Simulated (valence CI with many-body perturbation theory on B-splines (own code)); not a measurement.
## E1 line list for Tb XXXIII

Level of theory: relativistic CI+MBPT: five valence electrons over a frozen Dirac-Fock core [Ar] 3d10, a basis of 9 s, 9 p, 8 d, 6 f, 3 g, 1 h functions for each j, with the one-electron correlation potential Σ1 (screened to all orders), the two-electron term Σ2, the three-electron term Σ3, Breit, model QED; selected single and double excitations, second order for the rest (own B-spline code, finite nucleus).

The last digits are not significant, and no measured levels were compared; by estimate large intervals hold to a few tenths of a per cent, small ones and those within an open d or f shell to about a per cent. Among the levels kept, up to 260 cm⁻¹ of a level comes from second order outside the variational space, and about a tenth of that is noise between levels of different J, which matters for small intervals.

Lines 151 to 200 of 232 in falling wavelength, among levels below 2062100 cm⁻¹, chosen from the strongest by gf and those to the six lowest levels. Wavelengths and rates use the calculated energies. Electric multipoles are in the length gauge, E1 and E2 with the static RPA response of the core. Weak lines are less certain than strong ones. Lines between different terms over intervals too small for the method are left out, as are lines whose strength nearly cancels. The highest levels of a list are the least certain.

Levels are named by their leading jj configuration (3d3/2^4 stands for four electrons in 3d with j = 3/2), which in mixed levels can hold well under half, so a name can repeat and another be missing. Letters in brackets count levels of one name in rising energy.

```
λ vac (nm)                               Upper                       Lower   A (s⁻¹)  S (a.u.)
     9.446  (4s 4p1/2^2 4p3/2 4d3/2) J=5/2 [b]  (4s^2 4p1/2^2 4d3/2) J=3/2  4.58e+10  1.14e-01
     9.376        (4s 4p1/2 4p3/2^3) J=3/2 [b]  (4s^2 4p1/2 4p3/2^2) J=5/2  9.31e+10  1.51e-01
     9.360  (4s^2 4p1/2 4p3/2 4d3/2) J=1/2 [b]  (4s^2 4p1/2 4p3/2^2) J=1/2  1.47e+08  1.19e-04
     9.333  (4s^2 4p1/2 4p3/2 4d3/2) J=5/2 [b]  (4s^2 4p1/2 4p3/2^2) J=5/2  9.00e+08  2.17e-03
     9.323      (4s 4p1/2^2 4p3/2 4d5/2) J=5/2  (4s^2 4p1/2^2 4d3/2) J=3/2  2.37e+09  5.68e-03
     9.315      (4s 4p1/2^2 4p3/2 4d5/2) J=3/2  (4s 4p1/2^2 4p3/2^2) J=5/2  5.89e+10  9.39e-02
     9.301          (4s 4p1/2^2 4p3/2^2) J=3/2  (4s^2 4p1/2^2 4p3/2) J=3/2  1.80e+11  2.85e-01
     9.276            (4s 4p1/2 4p3/2^3) J=1/2  (4s^2 4p1/2 4p3/2^2) J=3/2  9.58e+10  7.55e-02
     9.239  (4s^2 4p1/2 4p3/2 4d5/2) J=3/2 [a]  (4s^2 4p1/2 4p3/2^2) J=5/2  4.26e+09  6.62e-03
     9.189  (4s 4p1/2^2 4p3/2 4d3/2) J=1/2 [b]  (4s^2 4p1/2^2 4d3/2) J=3/2  1.67e+11  1.28e-01
     9.151  (4s 4p1/2^2 4p3/2 4d3/2) J=5/2 [b]  (4s 4p1/2^2 4p3/2^2) J=5/2  1.51e+10  3.42e-02
     9.110  (4s^2 4p1/2 4p3/2 4d5/2) J=3/2 [b]  (4s^2 4p1/2 4p3/2^2) J=1/2  1.95e+09  2.92e-03
     9.076      (4s^2 4p3/2^2 4d3/2) J=3/2 [b]        (4s^2 4p3/2^3) J=3/2  1.56e+10  2.30e-02
     9.070        (4s 4p1/2 4p3/2^3) J=3/2 [b]  (4s^2 4p1/2 4p3/2^2) J=3/2  3.30e+10  4.87e-02
     9.035      (4s 4p1/2^2 4p3/2 4d5/2) J=5/2  (4s 4p1/2^2 4p3/2^2) J=5/2  8.13e+10  1.78e-01
     9.030  (4s^2 4p1/2 4p3/2 4d3/2) J=5/2 [b]  (4s^2 4p1/2 4p3/2^2) J=3/2  4.52e+10  9.86e-02
     8.945          (4s^2 4p1/2^2 4d5/2) J=5/2  (4s^2 4p1/2^2 4p3/2) J=3/2  1.43e+11  3.03e-01
     8.941  (4s^2 4p1/2 4p3/2 4d5/2) J=3/2 [a]  (4s^2 4p1/2 4p3/2^2) J=3/2  8.33e+10  1.18e-01
     8.896  (4s^2 4p1/2 4p3/2 4d5/2) J=5/2 [a]  (4s^2 4p1/2 4p3/2^2) J=5/2  1.50e+11  3.13e-01
     8.893      (4s^2 4p3/2^2 4d5/2) J=5/2 [a]        (4s^2 4p3/2^3) J=3/2  2.97e+06  6.19e-06
     8.774  (4s^2 4p1/2 4p3/2 4d5/2) J=3/2 [c]  (4s^2 4p1/2 4p3/2^2) J=1/2  2.13e+11  2.85e-01
     8.749  (4s^2 4p1/2 4p3/2 4d5/2) J=3/2 [b]  (4s^2 4p1/2 4p3/2^2) J=5/2  2.93e+11  3.87e-01
     8.717  (4s^2 4p1/2 4p3/2 4d5/2) J=7/2 [b]  (4s^2 4p1/2 4p3/2^2) J=5/2  2.23e+11  5.84e-01
     8.698  (4s^2 4p1/2 4p3/2 4d3/2) J=1/2 [b]  (4s^2 4p1/2 4p3/2^2) J=3/2  1.24e+11  8.07e-02
     8.620  (4s^2 4p1/2 4p3/2 4d5/2) J=5/2 [a]  (4s^2 4p1/2 4p3/2^2) J=3/2  3.66e+10  6.94e-02
     8.541      (4s^2 4p1/2 4p3/2 4d5/2) J=1/2  (4s^2 4p1/2 4p3/2^2) J=1/2  4.95e+11  3.04e-01
     8.512  (4s^2 4p1/2 4p3/2 4d5/2) J=5/2 [b]  (4s^2 4p1/2 4p3/2^2) J=5/2  1.64e+11  2.99e-01
     8.482  (4s^2 4p1/2 4p3/2 4d5/2) J=3/2 [b]  (4s^2 4p1/2 4p3/2^2) J=3/2  1.49e+11  1.79e-01
     8.443              (4s 4p3/2^4) J=1/2 [b]        (4s^2 4p3/2^3) J=3/2  6.67e+11  3.96e-01
     8.438  (4s^2 4p1/2 4p3/2 4d5/2) J=3/2 [c]  (4s^2 4p1/2 4p3/2^2) J=5/2  6.87e+09  8.15e-03
     8.426          (4s^2 4p3/2^2 4d5/2) J=3/2        (4s^2 4p3/2^3) J=3/2  4.51e+11  5.33e-01
     8.259  (4s^2 4p1/2 4p3/2 4d5/2) J=5/2 [b]  (4s^2 4p1/2 4p3/2^2) J=3/2  3.67e+11  6.12e-01
     8.239      (4s^2 4p3/2^2 4d5/2) J=5/2 [b]        (4s^2 4p3/2^3) J=3/2  6.60e+11  1.09e+00
     8.190  (4s^2 4p1/2 4p3/2 4d5/2) J=3/2 [c]  (4s^2 4p1/2 4p3/2^2) J=3/2  7.79e+08  8.44e-04
     7.986      (4s^2 4p1/2 4p3/2 4d5/2) J=1/2  (4s^2 4p1/2 4p3/2^2) J=3/2  8.76e+09  4.40e-03
     7.737        (4s 4p1/2 4p3/2^3) J=3/2 [a]  (4s^2 4p1/2^2 4p3/2) J=3/2  1.42e+10  1.30e-02
     7.594  (4s^2 4p1/2 4p3/2 4d3/2) J=5/2 [a]  (4s^2 4p1/2^2 4p3/2) J=3/2  7.20e+08  9.34e-04
     7.579  (4s^2 4p1/2 4p3/2 4d3/2) J=1/2 [a]  (4s^2 4p1/2^2 4p3/2) J=3/2  9.74e+09  4.18e-03
     7.575      (4s^2 4p1/2 4p3/2 4d3/2) J=3/2  (4s^2 4p1/2^2 4p3/2) J=3/2  1.59e+09  1.37e-03
     7.549              (4s 4p3/2^4) J=1/2 [a]  (4s^2 4p1/2 4p3/2^2) J=1/2  2.07e+10  8.80e-03
     7.402            (4s 4p1/2 4p3/2^3) J=5/2  (4s^2 4p1/2^2 4p3/2) J=3/2  2.14e+09  2.57e-03
     7.304          (4s^2 4p3/2^2 4d3/2) J=1/2  (4s^2 4p1/2 4p3/2^2) J=1/2  1.77e+09  6.82e-04
     7.285      (4s^2 4p3/2^2 4d3/2) J=3/2 [a]  (4s^2 4p1/2 4p3/2^2) J=1/2  5.39e+10  4.11e-02
     7.112              (4s 4p3/2^4) J=1/2 [a]  (4s^2 4p1/2 4p3/2^2) J=3/2  8.12e+10  2.88e-02
     7.072          (4s^2 4p3/2^2 4d5/2) J=7/2  (4s^2 4p1/2 4p3/2^2) J=5/2  4.81e+10  6.72e-02
     7.053            (4s 4p1/2 4p3/2^3) J=1/2  (4s^2 4p1/2^2 4p3/2) J=3/2  2.00e+11  6.93e-02
     7.053      (4s^2 4p3/2^2 4d3/2) J=3/2 [a]  (4s^2 4p1/2 4p3/2^2) J=5/2  1.71e+11  1.19e-01
     7.025          (4s^2 4p3/2^2 4d3/2) J=5/2  (4s^2 4p1/2 4p3/2^2) J=5/2  4.08e+11  4.18e-01
     6.933        (4s 4p1/2 4p3/2^3) J=3/2 [b]  (4s^2 4p1/2^2 4p3/2) J=3/2  4.31e+11  2.83e-01
     6.910  (4s^2 4p1/2 4p3/2 4d3/2) J=5/2 [b]  (4s^2 4p1/2^2 4p3/2) J=3/2  5.77e+11  5.64e-01
```
